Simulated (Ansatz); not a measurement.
Steps of a relaxation of C₄H₁₄N₂O₂Si (`CN(C)[Si](O)(O)N(C)C`) with RKS PBE0-D4/def2-TZVP.

```sh
$ ansatz run in.yaml --threads 4 --pin off --events-out ev --progress --plain --max-ram 46080MiB --backend cuda --devices 0, --max-vram 37GiB
```

```yaml
crystal:
  periodic: [false, false, false]
  atoms:
    - {symbol: C, position_ang: [-0.426612, 0.565979, -2.192378]}
    - {symbol: N, position_ang: [-0.325235, 1.179049, -0.882427]}
    - {symbol: C, position_ang: [-1.364218, 2.146336, -0.587451]}
    - {symbol: Si, position_ang: [0.736979, 0.480750, 0.305795]}
    - {symbol: O, position_ang: [0.628576, 1.578889, 1.573918]}
    - {symbol: O, position_ang: [2.262700, 0.302624, -0.377076]}
    - {symbol: N, position_ang: [0.417766, -1.114461, 0.923073]}
    - {symbol: C, position_ang: [1.091771, -2.317682, 0.475643]}
    - {symbol: C, position_ang: [-0.786823, -1.349506, 1.694932]}
    - {symbol: H, position_ang: [-1.370038, -0.019878, -2.327917]}
    - {symbol: H, position_ang: [-0.403771, 1.333206, -3.003549]}
    - {symbol: H, position_ang: [0.426246, -0.122147, -2.364447]}
    - {symbol: H, position_ang: [-1.210792, 2.573375, 0.420917]}
    - {symbol: H, position_ang: [-2.388190, 1.697008, -0.624882]}
    - {symbol: H, position_ang: [-1.354729, 2.986819, -1.322318]}
    - {symbol: H, position_ang: [1.007442, 1.218439, 2.394472]}
    - {symbol: H, position_ang: [2.490345, 1.056671, -0.948695]}
    - {symbol: H, position_ang: [2.001504, -2.053716, -0.094575]}
    - {symbol: H, position_ang: [1.399890, -2.953801, 1.339912]}
    - {symbol: H, position_ang: [0.441904, -2.953171, -0.176910]}
    - {symbol: H, position_ang: [-0.574485, -1.965290, 2.602059]}
    - {symbol: H, position_ang: [-1.577848, -1.888625, 1.115741]}
    - {symbol: H, position_ang: [-1.217682, -0.387768, 2.041562]}
basis:
  gaussian: {orbitals: def2-TZVP}
hamiltonian: {xc: pbe0, dispersion: d4}
relax: {f_tol: 0.005, max_steps: 150}
```

Positions (Å) and forces (eV/Å) along the path, 6 of 21 steps:

```xyz
23
step=1 energy=-19320.9568 eV
C    -0.427    0.566   -2.192   -0.056   -0.103   -0.313
N    -0.325    1.179   -0.882    0.281   -0.243    0.353
C    -1.364    2.146   -0.587   -0.246    0.184    0.049
Si    0.737    0.481    0.306    0.126    0.081    0.050
O     0.629    1.579    1.574    0.385   -0.976   -0.229
O     2.263    0.303   -0.377   -0.814    0.703    0.044
N     0.418   -1.114    0.923    0.056    0.464   -0.216
C     1.092   -2.318    0.476    0.110   -0.271   -0.102
C    -0.787   -1.350    1.695   -0.260   -0.102    0.184
H    -1.370   -0.020   -2.328    0.476    0.304    0.131
H    -0.404    1.333   -3.004    0.002   -0.353    0.451
H     0.426   -0.122   -2.364   -0.432    0.315    0.087
H    -1.211    2.573    0.421   -0.075   -0.216   -0.511
H    -2.388    1.697   -0.625    0.538    0.181    0.017
H    -1.355    2.987   -1.322    0.050   -0.448    0.347
H     1.007    1.218    2.394   -0.251    0.281   -0.561
H     2.490    1.057   -0.949   -0.127   -0.533    0.413
H     2.002   -2.054   -0.095   -0.457   -0.132    0.288
H     1.400   -2.954    1.340   -0.174    0.369   -0.397
H     0.442   -2.953   -0.177    0.296    0.361    0.328
H    -0.574   -1.965    2.602   -0.058    0.319   -0.471
H    -1.578   -1.889    1.116    0.440    0.290    0.247
H    -1.218   -0.388    2.042    0.191   -0.475   -0.187
23
step=3 energy=-19321.1102 eV
C    -0.440    0.538   -2.150   -0.005   -0.006   -0.003
N    -0.307    1.164   -0.858   -0.024   -0.010    0.026
C    -1.346    2.122   -0.574    0.000    0.009   -0.013
Si    0.743    0.485    0.308    0.031    0.020    0.013
O     0.650    1.561    1.551    0.042   -0.088   -0.020
O     2.242    0.321   -0.354   -0.072    0.069    0.007
N     0.423   -1.084    0.908    0.000   -0.006   -0.036
C     1.084   -2.286    0.466    0.001   -0.008    0.013
C    -0.791   -1.332    1.645   -0.008   -0.002   -0.003
H    -1.385   -0.015   -2.249   -0.011   -0.002    0.004
H    -0.412    1.285   -2.954    0.001    0.006   -0.012
H     0.377   -0.166   -2.324    0.006   -0.011   -0.001
H    -1.197    2.562    0.411    0.001    0.007    0.010
H    -2.345    1.663   -0.601   -0.014   -0.007    0.002
H    -1.340    2.932   -1.314   -0.002    0.008   -0.009
H     1.043    1.225    2.358   -0.007    0.067    0.034
H     2.487    1.071   -0.899    0.071   -0.026   -0.008
H     1.991   -2.041   -0.083    0.011    0.001   -0.005
H     1.363   -2.913    1.323    0.001   -0.008    0.009
H     0.438   -2.894   -0.184   -0.009   -0.007   -0.011
H    -0.591   -1.932    2.542   -0.001   -0.007    0.012
H    -1.537   -1.876    1.047   -0.003   -0.007   -0.010
H    -1.246   -0.394    1.970   -0.008    0.010    0.000
23
step=11 energy=-19321.1312 eV
C    -0.760    0.407   -1.968   -0.012   -0.075   -0.019
N    -0.413    1.131   -0.769   -0.108    0.068    0.019
C    -1.204    2.322   -0.556    0.004   -0.087   -0.055
Si    0.741    0.483    0.306   -0.028   -0.018   -0.012
O     0.697    1.549    1.562    0.041   -0.029    0.068
O     2.250    0.367   -0.345    0.022    0.071   -0.042
N     0.415   -1.125    0.772    0.040   -0.115   -0.049
C     1.293   -2.260    0.595   -0.099    0.027    0.017
C    -0.886   -1.471    1.292   -0.076    0.019   -0.015
H    -1.816    0.082   -1.956    0.155    0.053   -0.016
H    -0.613    1.027   -2.867   -0.029   -0.066    0.060
H    -0.136   -0.490   -2.076   -0.100    0.150    0.032
H    -0.904    2.821    0.364    0.008   -0.027    0.002
H    -2.278    2.083   -0.483    0.088    0.016   -0.016
H    -1.084    3.035   -1.386   -0.007   -0.049    0.023
H     1.196    1.276    2.334   -0.031    0.036   -0.049
H     2.556    1.162   -0.785   -0.004   -0.060    0.035
H     2.254   -1.940    0.195   -0.020    0.020   -0.006
H     1.475   -2.777    1.549   -0.029    0.025   -0.039
H     0.860   -2.998   -0.100    0.027    0.059    0.064
H    -0.809   -1.944    2.283   -0.031    0.028   -0.086
H    -1.416   -2.174    0.625    0.075    0.096    0.111
H    -1.513   -0.576    1.398    0.114   -0.142   -0.027
23
step=12 energy=-19321.1346 eV
C    -0.758    0.410   -1.970   -0.008   -0.027    0.011
N    -0.416    1.131   -0.768   -0.065    0.032    0.041
C    -1.205    2.320   -0.556    0.019   -0.067   -0.049
Si    0.739    0.482    0.306   -0.027   -0.017   -0.011
O     0.695    1.545    1.563    0.025   -0.013    0.033
O     2.247    0.368   -0.348    0.013    0.038   -0.018
N     0.414   -1.127    0.770    0.032   -0.056   -0.056
C     1.292   -2.259    0.594   -0.076    0.032    0.026
C    -0.884   -1.471    1.295   -0.020    0.010   -0.021
H    -1.811    0.089   -1.964    0.051    0.020   -0.002
H    -0.606    1.028   -2.867   -0.005   -0.014    0.010
H    -0.138   -0.486   -2.075   -0.032    0.056    0.017
H    -0.908    2.816    0.367    0.006   -0.012    0.002
H    -2.278    2.082   -0.488    0.034    0.007   -0.005
H    -1.082    3.032   -1.385   -0.004   -0.007    0.009
H     1.199    1.275    2.333   -0.016    0.024   -0.023
H     2.555    1.165   -0.783    0.003   -0.032    0.018
H     2.250   -1.940    0.189   -0.007    0.011   -0.002
H     1.474   -2.773    1.549   -0.002    0.003   -0.012
H     0.857   -2.999   -0.095    0.012    0.022    0.023
H    -0.807   -1.940    2.286   -0.007    0.007   -0.015
H    -1.414   -2.176    0.636    0.028    0.031    0.035
H    -1.510   -0.579    1.397    0.046   -0.047   -0.011
23
step=17 energy=-19321.1448 eV
C    -0.890    0.393   -1.907   -0.004    0.003   -0.002
N    -0.500    1.102   -0.715    0.005    0.001    0.002
C    -1.148    2.380   -0.561    0.003   -0.003   -0.004
Si    0.715    0.466    0.296   -0.035   -0.023   -0.014
O     0.700    1.512    1.571    0.006    0.012    0.015
O     2.225    0.390   -0.363    0.019    0.004   -0.005
N     0.397   -1.164    0.674    0.003    0.004    0.001
C     1.352   -2.242    0.648   -0.004    0.003    0.004
C    -0.900   -1.549    1.172    0.001   -0.006    0.001
H    -1.974    0.210   -1.925   -0.002    0.000    0.001
H    -0.637    0.954   -2.819    0.000   -0.002    0.003
H    -0.388   -0.575   -1.959   -0.001   -0.001    0.000
H    -0.831    2.858    0.364    0.000    0.001    0.001
H    -2.240    2.264   -0.530   -0.002    0.002    0.000
H    -0.917    3.056   -1.397    0.001    0.000    0.000
H     1.309    1.301    2.280    0.002    0.003    0.006
H     2.577    1.224   -0.675    0.006    0.002   -0.003
H     2.304   -1.898    0.245    0.002    0.000    0.000
H     1.529   -2.654    1.652    0.000    0.001    0.000
H     0.993   -3.068    0.018    0.002   -0.002    0.000
H    -0.850   -1.913    2.208    0.000    0.002   -0.003
H    -1.336   -2.353    0.562    0.000   -0.001   -0.001
H    -1.587   -0.701    1.146   -0.001    0.000   -0.001
23
step=21 energy=-19321.1456 eV
C    -0.938    0.385   -1.882    0.000    0.000    0.001
N    -0.516    1.098   -0.702    0.003    0.000    0.001
C    -1.122    2.399   -0.565    0.000   -0.001    0.000
Si    0.710    0.463    0.294   -0.002   -0.001   -0.001
O     0.705    1.505    1.574    0.000    0.001    0.001
O     2.222    0.399   -0.365    0.001    0.000    0.000
N     0.396   -1.171    0.655    0.001    0.002    0.001
C     1.372   -2.232    0.671   -0.001    0.001   -0.001
C    -0.905   -1.576    1.124    0.000    0.000   -0.001
H    -2.027    0.240   -1.888   -0.002    0.000   -0.001
H    -0.673    0.922   -2.803    0.000    0.000    0.000
H    -0.470   -0.601   -1.920    0.001   -0.001    0.000
H    -0.787    2.881    0.352    0.000    0.000   -0.001
H    -2.217    2.318   -0.529   -0.001    0.000    0.000
H    -0.874    3.054   -1.413    0.000    0.000    0.001
H     1.337    1.309    2.266    0.000    0.000    0.000
H     2.584    1.239   -0.647    0.000    0.000    0.000
H     2.326   -1.877    0.285    0.000    0.000    0.001
H     1.531   -2.623    1.686    0.000    0.000    0.000
H     1.043   -3.075    0.047    0.000   -0.001    0.000
H    -0.876   -1.922    2.166    0.000    0.000    0.000
H    -1.307   -2.398    0.515   -0.001   -0.002    0.000
H    -1.609   -0.743    1.065   -0.001    0.001    0.000
```

It took 65 s on 4 threads of an AMD EPYC 7R13 on a shared host and a share of an NVIDIA H100 80 GB, with 1.1 GiB of host memory at the peak.
